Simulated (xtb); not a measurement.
In(Br)(Me)(OH) (CH₄BrInO), SMILES [OH][In]([Br])[CH3]. All values are semi-empirical tight-binding results from xtb (GFN2-xTB unless named), good for trends rather than for accurate numbers. Geometry: GFN2-xTB. One conformer was computed; it need not be the lowest.

Optimised geometry:

```xyz
8

In    -0.5546    -0.0418     0.3659
Br     1.5510     0.0723    -0.9728
C     -1.0988    -1.2030     2.1714
H     -1.3566    -2.2123     1.8647
H     -1.9575    -0.6949     2.5969
H     -0.2578    -1.2136     2.8577
O     -1.9068     1.1505    -0.3823
H     -1.6903     1.6511    -1.1683
```

For metal compounds this method's bond lengths and energies can be far off.

Q: Estimate the properties. (The exact figures need the calculation; the answer reports its results.)

A: 
- orbital gap = 3.15 eV
- zero-point energy = 29.0 kcal/mol
- G − E(el) at 298.15 K (modified RRHO) = 6.9 kcal/mol

Q: Give the atomic charges and the Wiberg bond orders between heavy atoms. (An estimate is asked for; the answer gives what the named calculation found.)

A: charges (e) In1 0.27, Br2 -0.18, C3 -0.14, H4 0.09, H5 0.10, H6 0.09, O7 -0.53, H8 0.31. Bond orders In1–Br2 0.98, In1–C3 0.77, In1–O7 1.00.
